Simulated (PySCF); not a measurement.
## Correlation energy of S (sulfur, neutral)

[Ne] 3s1 3p4 4s1, high-spin 5P determinant (an excited configuration). All numbers are calculated (PySCF 2.14, the spin-free X2C one-electron Hamiltonian (Gaussian nucleus), in aug-cc-pCVQZ-DK). Frozen: 1s2; 14 electrons correlated.

MP2 pair energies summed by pair of shells (mhartree):

```
 pair   energy  share (%)
2p-2p  -199.17       45.3
3p-3p   -84.15       19.1
2s-2p   -66.32       15.1
2p-3p   -33.94        7.7
3p-4s   -16.67        3.8
3s-3p   -12.54        2.8
2s-2s   -10.70        2.4
2p-3s    -7.92        1.8
2s-3p    -5.72        1.3
2s-3s    -1.51        0.3
2p-4s    -0.94        0.2
3s-4s    -0.31        0.1
2s-4s    -0.13        0.0
```

Total MP2 correlation energy: -440.02 mhartree.

Same-spin part -120.25 and opposite-spin part -319.77 mhartree; SCS-MP2 scales them by 1/3 and 6/5 to -423.81 mhartree.
